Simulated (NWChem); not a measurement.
System: C3H9Si cation

NWChem printed, in part:

```
             Northwest Computational Chemistry Package (NWChem) 7.3.0
             --------------------------------------------------------

                             Geometry "geometry" -> ""
                             -------------------------

 Output coordinates in angstroms (scale by  1.889725989 to convert to a.u.)

  No.       Tag          Charge          X              Y              Z
 ---- ---------------- ---------- -------------- -------------- --------------
    1 C                    6.0000     1.61147900     0.89677300    -0.00155600
    2 Si                  14.0000    -0.00009700    -0.00005800     0.00055100
    3 C                    6.0000    -0.02913900    -1.84414300     0.00043600
    4 C                    6.0000    -1.58242300     0.94742800     0.00152800
    5 H                    1.0000     2.47225200     0.22284600    -0.03176100
    6 H                    1.0000     1.68710400     1.53027900     0.89481300
    7 H                    1.0000     1.66100500     1.58118600    -0.86092100
    8 H                    1.0000     0.49637700    -2.22670500    -0.88708000
    9 H                    1.0000    -1.04346000    -2.25271700     0.01547300
   10 H                    1.0000     0.52481700    -2.22881700     0.86929300
   11 H                    1.0000    -2.16890100     0.69524300    -0.89460400
   12 H                    1.0000    -2.20012100     0.64939900     0.86115100
   13 H                    1.0000    -1.42889800     2.02986100     0.03025200

 Effective nuclear repulsion energy (a.u.)     165.2456212349

                              NWChem Property Module
                              ----------------------

  itol2e modified to match energy
  convergence criterion.

                                 NWChem DFT Module
                                 -----------------

 Summary of "ao basis" -> "ao basis" (spherical)
 ------------------------------------------------------------------------------
       Tag                 Description            Shells   Functions and Types
 ---------------- ------------------------------  ------  ---------------------
 C                          pcsseg-1                 7       17   3s3p1d
 Si                         pcsseg-1                10       24   4s5p1d
 H                          pcsseg-1                 3        5   2s1p

  itol2e modified to match energy
  convergence criterion.

            General Information
            -------------------
          SCF calculation type: DFT
          Wavefunction type:  closed shell.
          No. of atoms     :    13
          No. of electrons :    40
           Alpha electrons :    20
            Beta electrons :    20
          Charge           :     1
          Spin multiplicity:     1
          Use of symmetry is: off; symmetry adaption is: off
          Maximum number of iterations: 150
          AO basis - number of functions:   120
                     number of shells:    58
          Convergence on energy requested:  1.00D-07
          Convergence on density requested:  1.00D-05
          Convergence on gradient requested:  5.00D-04

              XC Information
              --------------
                          KT2 Method XC Functional
                        Slater Exchange Functional  1.072 local
                           KT1 gradient correction  1.000 non-local
            Perdew 1991 LDA Correlation Functional  0.577 local

[...]

          -----------------------------------------
          Chemical Shielding Tensors (GIAO, in ppm)
          -----------------------------------------

                                NWChem CPHF Module
                                ------------------

  scftype          =     RHF
  nclosed          =       20
  nopen            =        0
  variables        =     2000
  # of vectors     =        3
  tolerance        = 0.10D-03
  level shift      = 0.00D+00
  max iterations   =       50
  max subspace     =       30

 SCF residual:    5.7028410772485955E-005

Iterative solution of linear equations
  No. of variables     2000
  No. of equations        3
  Maximum subspace       30
        Iterations       50
       Convergence  1.0D-04

   iter   nsub   residual    time
   ----  ------  --------  ---------
     1      3    4.57D-05      45.9

      Atom:    1  C
        Diamagnetic
    264.0168      5.7870     -0.0635
      5.7870    255.5720     -0.0423
     -0.0635     -0.0423    252.2932

        Paramagnetic
    -84.9885     13.6702     -0.3939
     13.6702   -115.7688     -0.2877
     -0.3939     -0.2877    -75.7374

        Total Shielding Tensor
    179.0283     19.4572     -0.4574
     19.4572    139.8033     -0.3301
     -0.4574     -0.3301    176.5558

           isotropic =     165.1291
          anisotropy =      32.9129

          Principal Components and Axis System
                 1           2           3
              187.0711    176.5276    131.7887

      1         0.9233      0.0493     -0.3808
      2         0.3804      0.0171      0.9246
      3        -0.0521      0.9986      0.0029

      Atom:    2  Si
        Diamagnetic
    883.3296     -0.0000     -0.0028
     -0.0000    883.3299     -0.0010
     -0.0028     -0.0010    884.9464

        Paramagnetic
  -1095.8686     -0.0233      1.6947
     -0.0233  -1095.8270      0.3609
      1.6947      0.3609   -599.8282

        Total Shielding Tensor
   -212.5390     -0.0233      1.6919
     -0.0233   -212.4972      0.3599
      1.6919      0.3599    285.1182

           isotropic =     -46.6393
          anisotropy =     497.6453

          Principal Components and Axis System
                 1           2           3
              285.1242   -212.5551   -212.4870

      1         0.0034      0.9206     -0.3906
      2         0.0007      0.3906      0.9206
      3         1.0000     -0.0034      0.0007

      Atom:    3  H
        Diamagnetic
     38.0926     -5.6764     -0.4140
     -5.6764     28.2684      0.2316
     -0.4140      0.2316     21.8585

        Paramagnetic
     -4.7711      3.0333      0.1727
      3.0333      0.1187     -0.1176
      0.1727     -0.1176      2.9838

        Total Shielding Tensor
     33.3215     -2.6431     -0.2414
     -2.6431     28.3871      0.1140
     -0.2414      0.1140     24.8423

           isotropic =      28.8503
          anisotropy =       8.4406

          Principal Components and Axis System
                 1           2           3
               34.4774     27.2387     24.8349

      1         0.9168      0.3986      0.0240
      2        -0.3984      0.9171     -0.0142
      3        -0.0277      0.0035      0.9996

      Atom:    4  H
        Diamagnetic
     25.9055      3.6968      2.6518
      3.6968     29.0264      8.3521
      2.6518      8.3521     32.0371

        Paramagnetic
      1.2992     -2.3653     -0.5598
     -2.3653      0.0381     -3.9330
     -0.5598     -3.9330     -0.8231

        Total Shielding Tensor
     27.2048      1.3316      2.0920
      1.3316     29.0645      4.4191
      2.0920      4.4191     31.2140

           isotropic =      29.1611
          anisotropy =       9.4006

          Principal Components and Axis System
                 1           2           3
               35.4281     26.5237     25.5315

      1         0.2876      0.9281      0.2363
      2         0.5862     -0.3657      0.7230
      3         0.7574     -0.0694     -0.6492

      Atom:    5  H
        Diamagnetic
     25.8261      3.5632     -2.2685
      3.5632     30.0032     -8.5964
     -2.2685     -8.5964     31.2327

        Paramagnetic
      1.3405     -2.2401      0.4007
     -2.2401     -0.5476      4.0567
      0.4007      4.0567     -0.4927

        Total Shielding Tensor
     27.1667      1.3232     -1.8678
      1.3232     29.4556     -4.5397
     -1.8678     -4.5397     30.7401

           isotropic =      29.1208
          anisotropy =       9.2981

          Principal Components and Axis System
                 1           2           3
               35.3195     26.5747     25.4681

      1        -0.2692      0.9432      0.1948
      2        -0.6268     -0.3252      0.7081
      3         0.7312      0.0686      0.6787

      Atom:    6  H
        Diamagnetic
     25.2508     -3.2961     -6.0224
     -3.2961     29.8990      6.4216
     -6.0224      6.4216     31.8463

        Paramagnetic
      2.2641      1.7809      3.1786
      1.7809     -1.0635     -2.4351
      3.1786     -2.4351     -0.7440

        Total Shielding Tensor
     27.5150     -1.5152     -2.8438
     -1.5152     28.8355      3.9865
     -2.8438      3.9865     31.1022

           isotropic =      29.1509
          anisotropy =       9.3765

          Principal Components and Axis System
                 1           2           3
               35.4019     26.5363     25.5145

      1        -0.3752      0.7717      0.5136
      2         0.5428      0.6320     -0.5531
      3         0.7514     -0.0712      0.6560

      Atom:    7  H
        Diamagnetic
     35.6488      7.0957     -0.2047
      7.0957     30.7216     -0.1159
     -0.2047     -0.1159     21.8490

        Paramagnetic
     -3.7354     -3.6351      0.0897
     -3.6351     -0.9220      0.0422
      0.0897      0.0422      2.9865

        Total Shielding Tensor
     31.9134      3.4606     -0.1150
      3.4606     29.7996     -0.0737
     -0.1150     -0.0737     24.8355

[...]
```

Level: KT2/pcSseg-1, GIAO. Geometry: optimised at B3LYP/6-31G* (spherical d). The output numbers the shielded atoms by their place in the input's list. The printed shielding anisotropy is the first printed principal value minus the mean of the other two.

Reconstruct the input file.

One answer among several that fit: the input that was run:
```
start job
memory heap 200 mb stack 900 mb global 1100 mb
charge 1
geometry units angstroms noautosym nocenter noautoz
  C      1.611479     0.896773    -0.001556
  Si    -0.000097    -0.000058     0.000551
  C     -0.029139    -1.844143     0.000436
  C     -1.582423     0.947428     0.001528
  H      2.472252     0.222846    -0.031761
  H      1.687104     1.530279     0.894813
  H      1.661005     1.581186    -0.860921
  H      0.496377    -2.226705    -0.887080
  H     -1.043460    -2.252717     0.015473
  H      0.524817    -2.228817     0.869293
  H     -2.168901     0.695243    -0.894604
  H     -2.200121     0.649399     0.861151
  H     -1.428898     2.029861     0.030252
end
basis spherical
  C library pcsseg-1
  Si library pcsseg-1
  H library pcsseg-1
end
dft
  xc kt2
  iterations 150
end
property
  shielding 11 1 2 5 6 7 8 9 10 11 12 13
end
task dft property
```
